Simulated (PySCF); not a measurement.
## How methods differ on the excitation energy of Ru²⁺

Ru²⁺ [Kr] 4d6 (5D) → Ru²⁺ [Kr] 4d5 5p1 (7P), as a difference of total energies. Calculation: PySCF 2.14, in aug-cc-pVTZ-DK (9s8p6d3f2g, 102 functions); the spin-free X2C one-electron Hamiltonian (Gaussian nucleus). Correlated levels: valence: [Kr] frozen. The calculations carry no spin-orbit coupling.

```json
{"method": "UHF", "excitation energy (cm⁻¹)": "68294"}
{"method": "MP2 (valence)", "excitation energy (cm⁻¹)": "74801"}
{"method": "SCS-MP2 (valence)", "excitation energy (cm⁻¹)": "79050"}
{"method": "CCSD (valence)", "excitation energy (cm⁻¹)": "74572"}
{"method": "CCSD(T) (valence)", "excitation energy (cm⁻¹)": "74817"}
```
